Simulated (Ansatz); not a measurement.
One change: `CN[SiH](N)S` becomes `C[SiH](N)S`.

Ansatz, PBE0-D4/def2-TZVP geometries, multiplicity 1. Each molecule was computed in one conformer, which needn't be the lowest.

| property | `CN[SiH](N)S` |
| --- | --- |
| HOMO–LUMO gap (B3LYP/def2-TZVPP) / eV | 6.88 |
| LUMO energy (B3LYP/def2-TZVPP) / eV | 0.37 |
| HOMO energy (PBE/def2-TZVPP) / eV | -5.43 |
| size of the dipole moment (ωB97M-V/def2-TZVPP) / D | 1.64 |
| HOMO energy (ωB97M-V/def2-TZVPP) / eV | -9.00 |
| LUMO energy (PBE0/def2-TZVPP) / eV | 0.66 |

(1) What does the change do to each property? (Estimate.)

Answers

(1) Ansatz gave: 
| property | `C[SiH](N)S` | shift |
| --- | --- | --- |
| HOMO–LUMO gap (B3LYP/def2-TZVPP) / eV | 7.16 | 0.28 |
| LUMO energy (B3LYP/def2-TZVPP) / eV | 0.28 | -0.09 |
| HOMO energy (PBE/def2-TZVPP) / eV | -5.86 | -0.43 |
| size of the dipole moment (ωB97M-V/def2-TZVPP) / D | 1.86 | 0.22 |
| HOMO energy (ωB97M-V/def2-TZVPP) / eV | -9.33 | -0.33 |
| LUMO energy (PBE0/def2-TZVPP) / eV | 0.57 | -0.09 |

With PBE0 the HOMO falls by 0.37 eV and the LUMO falls by 0.09 eV, so the gap widens by about 0.28 eV. PBE moves the HOMO by -0.43 eV and ωB97M-V by -0.33 eV. Dipoles are sizes alone; their direction can turn.

B3LYP here is the variant with VWN-RPA as its local correlation; programs differ in this.
